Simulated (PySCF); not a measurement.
# Interval between two levels of Zr³⁺ by level of theory

Zr³⁺ [Kr] 4d1 [2D5/2, M_J = 5/2] → Zr³⁺ [Kr] 5s1 [2S1/2, M_J = 1/2], as a difference of total energies. Calculation: PySCF 2.14, in x2c-TZVPall-2c (8s9p7d1f, 77 functions); the two-component X2C-1e Hamiltonian. Correlated levels: [Ar] 3d10 frozen; the 6 highest virtual spinors dropped. "Screened" scales the spin-orbit matrix elements by Boettger's factors to mimic the two-electron term; Breit and QED terms are absent.

| method | interval between two levels (cm⁻¹) |
| --- | --- |
| GHF (spin-free) | 39734 |
| GMP2 (spin-free) | 36544 |
| GHF (screened spin-orbit) | 39214 |
| GMP2 (screened spin-orbit) | 36002 |
